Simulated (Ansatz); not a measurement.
`O[Si](F)(Br)Br` + HCl → `F[Si](Cl)(Br)Br` + H₂O at 298.15 K and 1 bar (ligand exchange at the Si–O bond).

Computed with Ansatz on PBE0-D4/def2-TZVP structures; ΔE is electronic, products minus reactants. CBS: MP2 limit from def2 TZ/QZ plus the TZ coupled-cluster correction, frozen cores. This one scheme is used for every species. For Br outer-core shells are correlated without core-valence functions, which leaves a few kJ/mol of doubt a bond. Scalar relativity is left out up to krypton. Each species was taken in one conformer, which may not be the lowest.

```
          species  CCSD(T)/CBS energy (Eh)  H − E (kJ/mol)  S (J/(mol·K))
 `O[Si](F)(Br)Br`              -5611.50823            73.0          365.0
              HCl               -460.38127            26.6          186.8
`F[Si](Cl)(Br)Br`              -5995.50423            39.7          364.6
              H₂O                -76.37941            66.4          188.7
```

H − E and S are ideal-gas, rigid-rotor, harmonic terms from PBE0-D4/def2-TZVP, for one conformer and one mirror image of each species. 1 Eh = 2625.50 kJ/mol, R = 8.31446 J/(mol·K).

**Question.** By hand: ΔE, ΔH, ΔS and ΔG.

**Answer.** ΔE = (-5995.50423) + (-76.37941) − (-5611.50823) − (-460.38127) = 0.00586 Eh = 15.4 kJ/mol. Δ(H − E) = 39.7 + 66.4 − 73.0 − 26.6 = 6.5, so ΔH = 21.9 kJ/mol. ΔS = 364.6 + 188.7 − 365.0 − 186.8 = 1.5 J/(mol·K). ΔG = 21.9 − 298.15 × (1.5)/1000 = 21.5 kJ/mol.

**Question.** By hand: the equilibrium constant, and the temperature at which ΔG would vanish if ΔH and ΔS stayed fixed.

**Answer.** log₁₀ K = −ΔG/(RT ln 10) = -3.8. ΔG = 0 at ΔH/ΔS = 14600 K, far beyond where these terms or the molecules hold.

The number of gas molecules stays the same, so ΔS is small and ΔH decides. A doubt of 5 kJ/mol in ΔE shifts log₁₀ K by 0.9 here. Other conformers and mirror images would add mixing entropy, several J/(mol·K) or more a flexible species. These are equilibria of isolated gas molecules and say nothing of rates. Largest T1 diagnostic: 0.009 (customary marks: 0.02 for closed shells, 0.045 for open ones).
